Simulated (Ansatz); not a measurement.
Ansatz input wanted

CH7BO2Si has 12 atoms, charge 0, and is taken as a triplet. SMILES of the parent species: `BOCO[SiH3]`. The coordinates come from a PBE0-D4/def2-TZVP relaxation. This is one conformer, not always the lowest. That shape belongs to the parent species and isn't relaxed for this state.

```xyz
12

B    -0.9938    1.1058    1.7146
O    -0.9003    0.4941    0.5201
C     0.0628    0.8802   -0.4381
O     1.0570   -0.0739   -0.5361
Si    0.7698   -1.6561   -0.9368
H    -0.2746    2.0339    1.9693
H    -1.8165    0.6879    2.4738
H    -0.4701    0.9920   -1.3896
H     0.5255    1.8266   -0.1433
H    -0.2248   -1.7138   -2.0424
H     0.2653   -2.4368    0.2191
H     2.0767   -2.1953   -1.3765
```

Settings wanted:

| Setting | Value |
| --- | --- |
| basis set | ANO-RCC-MB |
| integral approximation | def2-universal-jkfit |
| task | gradient |
| method | DFT |
| functional | r2SCAN |
| dispersion | rVV10 |
| reference | UKS |
| relativity | sfX2C |
| accuracy | medium |

Give an Ansatz 0.2.0 job that does this.

One that was run (others would do as well):

run.yaml:
```yaml
crystal:
  periodic: [false, false, false]
  atoms:
    - symbol: B
      position_ang: [-0.993800, 1.105800, 1.714600]
    - symbol: O
      position_ang: [-0.900300, 0.494100, 0.520100]
    - symbol: C
      position_ang: [0.062800, 0.880200, -0.438100]
    - symbol: O
      position_ang: [1.057000, -0.073900, -0.536100]
    - symbol: Si
      position_ang: [0.769800, -1.656100, -0.936800]
    - symbol: H
      position_ang: [-0.274600, 2.033900, 1.969300]
    - symbol: H
      position_ang: [-1.816500, 0.687900, 2.473800]
    - symbol: H
      position_ang: [-0.470100, 0.992000, -1.389600]
    - symbol: H
      position_ang: [0.525500, 1.826600, -0.143300]
    - symbol: H
      position_ang: [-0.224800, -1.713800, -2.042400]
    - symbol: H
      position_ang: [0.265300, -2.436800, 0.219100]
    - symbol: H
      position_ang: [2.076700, -2.195300, -1.376500]
basis:
  gaussian: {orbitals: ANO-RCC-MB.json, fitting: {mean_field: def2-universal-jkfit}}
output: {forces: true}
hamiltonian: {xc: r2scan, dispersion: rvv10}
magnetization: {spin_polarized: true, initial_magnetization: 2}
```

```bash
$ ansatz run run.yaml --threads 1 --pin off --max-ram 2610MiB --events-out events.jsonl --progress --plain --runs-dir runs
```

(Basis files named in the input come from the Basis Set Exchange and aren't shown.)

Calculated total energy: -507.18918 Eh, largest force 4.543 eV/Å. The shape is far from stationary at this level.
